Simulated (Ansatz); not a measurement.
A nudged elastic band was laid between two geometries of CH5BO + H2S (11 atoms, charge 0, multiplicity 1).

The calculation used RKS BHLYP-D4/6-31G* in Ansatz 0.2.0.

```yaml
movable_images: 7
climbing_image: yes
spring: 5.0 eV/Å²
optimiser: quadratic models (default)
start_path: through a guess of the saddle point
force_threshold: 0.05 eV/Å
iteration_limit: 60
end_points: relaxed
```

Initial state:

```xyz
11
Properties=species:S:1:pos:R:3
B -0.539 0.083 -0.119
O -0.719 0.377 1.190
H -1.538 0.031 1.548
H 0.469 0.508 -0.592
C -1.567 -0.743 -0.968
H -1.084 -1.626 -1.386
H -2.451 -1.070 -0.420
H -1.901 -0.154 -1.823
S 1.179 2.939 2.600
H 2.130 2.765 1.678
H 0.440 1.918 2.153
```

Final state:

```xyz
11
Properties=species:S:1:pos:R:3
B -0.017 0.538 0.134
O -0.264 -0.169 1.776
H -1.056 -0.713 1.778
H 1.048 0.080 -0.126
C -1.292 0.035 -0.664
H -1.379 -1.053 -0.663
H -2.233 0.449 -0.296
H -1.206 0.335 -1.706
S -0.020 2.381 0.515
H 1.279 2.545 0.779
H -0.441 0.599 2.332
```

(1) What changes between the two ends?

(2) Give the energies along the band, and the barrier.

(3) What is the geometry of the highest image?

(4) What are the harmonic wavenumbers there?

## Answers

(1) Bonds broken: S9–H11. Bonds formed: B1–S9, O2–H11. CH5BO + H2S becomes CH7BOS.

(2) The forces met the threshold. The highest image is number 7 of 0 to 8, 1.37 eV above the first end and 0.83 eV above the last; the last end lies 0.54 eV above the first. A vibrational analysis at the climbing image gives one clearly imaginary mode, 1486i cm⁻¹: a first-order saddle point. The orbitals stay closed-shell, which can raise the energy where a bond breaks towards radicals; this wasn't checked here.

| image | path coordinate (Å) | energy (eV) | S9–H11 (Å) | B1–S9 (Å) | O2–H11 (Å) |
| --- | --- | --- | --- | --- | --- |
| 0 | 0.00 | 0.00 | 1.34 | 4.30 | 2.16 |
| 1 | 0.75 | 0.00 | 1.34 | 4.19 | 2.17 |
| 2 | 1.50 | 0.01 | 1.34 | 4.03 | 2.22 |
| 3 | 2.26 | 0.02 | 1.34 | 3.83 | 2.31 |
| 4 | 3.01 | 0.02 | 1.34 | 3.60 | 2.45 |
| 5 | 3.76 | 0.05 | 1.33 | 3.37 | 2.45 |
| 6 | 4.51 | 0.27 | 1.34 | 2.81 | 2.01 |
| 7 | 5.27 | 1.37 | 1.58 | 2.16 | 1.28 |
| 8 | 6.24 | 0.54 | 2.58 | 1.88 | 0.96 |

(3) 
```xyz
11
Properties=species:S:1:pos:R:3:forces:R:3
B -0.058 0.255 0.219 -0.01 0.02 0.02
O -0.188 -0.165 1.682 -0.01 0.01 -0.02
H -1.054 -0.543 1.856 0.00 0.00 0.01
H 1.043 0.073 -0.184 0.02 -0.01 -0.01
C -1.322 -0.055 -0.670 -0.02 -0.01 -0.01
H -1.404 -1.131 -0.837 0.00 0.00 0.00
H -2.261 0.276 -0.223 0.00 0.00 0.00
H -1.247 0.411 -1.648 0.00 0.00 0.00
S -0.094 2.322 0.831 0.01 -0.02 -0.01
H 1.222 2.478 0.996 0.00 0.01 0.01
H -0.220 1.109 1.837 0.01 0.01 0.02
```

(4) 1486i, 187, 211, 292, 352, 389, 499, 629, 678, 779, 861, 906, 992, 1075, 1129, 1229, 1366, 1437, 1509, 1555, 1561, 2735, 2813, 3111, 3164, 3213, 3898 cm⁻¹.

The run took 13 min on 1 thread of Arm Neoverse V1, on a shared host, peak memory 0.18 GiB.
